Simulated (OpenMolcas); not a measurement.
Tm3+ in CaF2

Tm3+ with its 8 nearest fluoride ions at 2.326 Å, on the Ca site of CaF2 (a = 5.46294 Å, distance in the model lattice 2.366 Å). The rest of the host is ab initio model potentials to 7.6 Å and point charges beyond; the distance is set by hand and nothing relaxes, and no local charge compensation is placed. Ligand basis ANO-RCC-VDZP.
```
Tm    0.0000    0.0000    0.0000
F     1.3429    1.3429    1.3429
F     1.3429    1.3429   -1.3429
F     1.3429   -1.3429    1.3429
F     1.3429   -1.3429   -1.3429
F    -1.3429    1.3429    1.3429
F    -1.3429    1.3429   -1.3429
F    -1.3429   -1.3429    1.3429
F    -1.3429   -1.3429   -1.3429
```

```
Program             : OpenMolcas
Method              : CASSCF
Basis               : ANO-RCC-VDZP [7s6p4d2f1g]
Scalar Hamiltonian  : DKH2, point nucleus
Active space        : 12 electrons in 7 orbitals (4f)
State averaging     : 2S+1 = 3 even, 21 roots; 2S+1 = 1 even, 27 roots kept (CI in the orbitals of an earlier block)
Spin-orbit coupling : state interaction with AMFI integrals over the reference wave functions
```

The lowest spin-free states (labels of O, the rotations of Oh), above the lowest:

| State | Degeneracy | E (cm-1) | Free-ion L (%) |
| --- | --- | --- | --- |
| 3T2 | 3 | 0.0 | H (100) |
| 3T1 | 3 | 203.2 | H (100) |
| 3T1 | 3 | 473.6 | H (100) |
| 3E | 2 | 474.4 | H (100) |
| 3T2 | 3 | 8170 | F (100) |
| 3T1 | 3 | 8193 | F (100) |
| 3A2 | 1 | 8347 | F (100) |
| 1A1 | 1 | 8655 | G (100) |
| 1T1 | 3 | 9124 | G (100) |
| 1E | 2 | 9458 | G (100) |
| 1T2 | 3 | 9491 | G (100) |
| 1T2 | 3 | 28043 | D (100) |
| 1E | 2 | 28357 | D (100) |
| 1A1 | 1 | 33896 | I (100) |
| 1T1 | 3 | 33939 | I (100) |
| 1T2 | 3 | 33988 | I (100) |
| 2S+1 = 1 | 5 | 34281 | I (100) |
| 1A2 | 1 | 34282 | I (100) |
| 3T1 | 3 | 37235 | P (100) |

The lowest levels with spin-orbit coupling:

```csv
E (cm-1),Degeneracy,Label,2S+1,J,|mJ| (%)
0.0,1,A2,3,6.01,2 (69)
92.8,3,T2,3,6.01,1 (43)
166.0,2,E,3,6.01,0 (44)
374.1,3,T1,3,6.01,4 (33)
405.1,1,A1,3,6.01,4 (87)
424.5,3,T2,3,6.01,5 (43)
6644,1,A1,3 (64 %),4.01,0 (58)
6872,3,T1,3 (66 %),4.03,1 (58)
7078,2,E,3 (66 %),4.01,2 (50)
7116,3,T2,3 (66 %),4.01,3 (58)
8521,3,T2,3,5.00,2 (33)
8585,3,T1,3,5.00,5 (35)
8726,2,E,3,5.01,2 (50)
8733,3,T1,3,5.01,3 (53)
13410,2,E,3,4.01,2 (50)
13538,3,T1,3,4.01,1 (58)
13716,3,T2,3,4.01,3 (58)
13738,1,A1,3,4.01,0 (58)
16523,1,A2,3,3.01,2 (100)
16528,3,T1,3,3.01,3 (42)
```

Powder χT (cm3 K/mol): 0.207 at 2 K, 1.03 at 10 K, 4.49 at 50 K, 5.95 at 100 K, 6.68 at 200 K, 6.9 at 300 K. The effective moment at 300 K is 2.828 √(χT) = 7.43 μB.

Hund's rules give f12 the level 3H6 with g = 1.167, so an isolated free-ion multiplet has χT = g² J(J+1) / 8 = 7.146 cm3 K/mol. The computed 6.900 at 300 K differs by -3 %, through the field's splitting, the mixing of terms and any other multiplet in reach.

Stevens parameters of the J = 6 multiplet, which is 425 cm-1 wide (cm-1, z along the main axis): B40 = -2.106e-02, B44 = -1.054e-01, B60 = -1.382e-04, B64 = 2.899e-03.

Metal share of the active 4f orbitals (Löwdin): 99, 100, 100, 100, 100, 100, 100 %; Mulliken charge of the metal 2.35.

Without dynamic correlation the ligand-field splitting of an f shell can come out too small, at times by half. A group larger than the point group allows holds several states that coincide in this model. The first state left out of the spin-orbit step lies near 83000 cm-1 above the lowest spin-free state of the reference (among the parities and spins computed), and the lists stop at four fifths of that energy or lower. No measured value stands beside these numbers; the geometry was set by hand and not optimised.

A state without a sure symmetry label is named by its multiplicity alone.
